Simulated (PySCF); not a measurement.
Gas-phase reaction: Sn(OH)₂ ⇌ SnO₂ + H₂

Computed with PySCF and rigid-rotor harmonic-oscillator thermochemistry at 1 bar. † marks an energy on the PBE0/def2-TZVP geometry and frequencies; other levels use their own. MP2 and CCSD(T) freeze the core. All species are closed-shell singlets. Sn: scalar-relativistic def2 core potential, no spin-orbit coupling. Sn(OH)₂, SnO₂: computed as isolated molecules; such fragments, hydroxides, amides, oligomers or adducts are transient or little studied in the gas. MP2 isn't extrapolated to the basis-set limit; its ΔH°(298 K) is 404.9 kJ in def2-SVP and 390.3 kJ in def2-TZVPP. CCSD(T) isn't extrapolated to the basis-set limit; its ΔH°(298 K) is 427.4 kJ in def2-SVP and 409.6 kJ in def2-TZVPP. The harmonic model lacks anharmonicity and excited electronic states, which grow with temperature; levels with a mode under 35 cm⁻¹ are left out. Internal rotation in Sn(OH)₂ is treated as a harmonic vibration of one conformer, which makes the entropy rough. Warning, large T1 diagnostic: SnO₂ (CCSD(T)/def2-SVP†).

```csv
level,"ΔE electronic, kJ","ΔH°(298 K), kJ","ΔS°(298 K), J/K","ΔG°(600 K), kJ"
CCSD(T)/def2-SVP†,450,427,91,372
M06-2X/def2-TZVP†,474,452,91,396
MP2/def2-SVP†,427,405,91,350
MP2/def2-TZVPP†,412,390,91,335
PBE/def2-SVP,427,405,93,349
PBE0/def2-QZVP†,460,438,91,383
PBE0/def2-SVP†,491,469,91,414
ωB97M-V/def2-TZVP†,469,447,91,392
```
ΔH° is lowest at MP2/def2-TZVPP† and highest at PBE0/def2-SVP†. No reference value is set beside these.
